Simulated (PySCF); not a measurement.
**Dipole moment and polarisability of `C=C[SiH2]CF`**

Species: C3H7FSi.
Structure used (GFN2-xTB), in Å, numbered top down from 1:
```xyz
12
C3H7FSi angstrom
C     -2.305   -0.090    0.080
C     -1.057   -0.348    0.444
Si     0.420    0.774    0.131
C      1.874   -0.339   -0.452
F      2.166   -1.282    0.516
H     -3.121   -0.764    0.288
H     -2.566    0.815   -0.446
H     -0.860   -1.276    0.971
H      0.169    1.738   -0.944
H      0.839    1.445    1.366
H      2.796    0.225   -0.617
H      1.648   -0.899   -1.364
```

Level: PBE0/def2-SVPD (PySCF), static field, nuclei fixed, core orbitals frozen in the response. The polarisability tensor in these axes (au):

```
x   82.04  0.03  0.74
y    0.03 59.62 -1.56
z    0.74 -1.56 54.81
```

**Question.** Diagonalise the tensor; give its mean and Δα, where Δα² is half the sum of the squared differences of the eigenvalues.

**Answer.** Principal values 54.33, 60.08 and 82.06 au; mean 65.49 au = 9.70 Å³ = 10.80 × 10⁻⁴⁰ C²·m²/J; Δα = 25.35 au (39 % of the mean).

**Question.** What is the dipole moment, and where does it point?

**Answer.** (-0.90, 0.84, -1.09) D, 1.64 D in size, pointing from the negative to the positive side. Measured along this direction, the outermost atoms are F5 at the negative end and H7 at the positive end.

**Question.** What would n − 1 = 2πNα be for an ideal gas of these molecules at 273.15 K and 1 atm, electronic part alone?

**Answer.** N = p/kT = 2.6868 × 10¹⁹ cm⁻³, so n − 1 = 2π × N × 9.70 × 10⁻²⁴ cm³ = 1638 × 10⁻⁶ at long wavelengths, for an ideal gas.

**Question.** Molar refractivity from α?

**Answer.** Lorentz–Lorenz: R = (4π/3)N_A α = 2.5225 cm³/(mol·Å³) × 9.70 Å³ = 24.5 cm³/mol, in the limit of long wavelengths.

**Question.** How large is μ²/3kT at 250 K beside α?

**Answer.** In Gaussian units μ²/3kT = 26.07 Å³ against 9.70 Å³, a ratio of 2.69; the Debye molar polarisation (4π/3)N_A(α + μ²/3kT) is 90.2 cm³/mol, leaving out the vibrational part.

One conformer (not necessarily the lowest) at the GFN2-xTB geometry, without solvent, vibrations or thermal averaging.
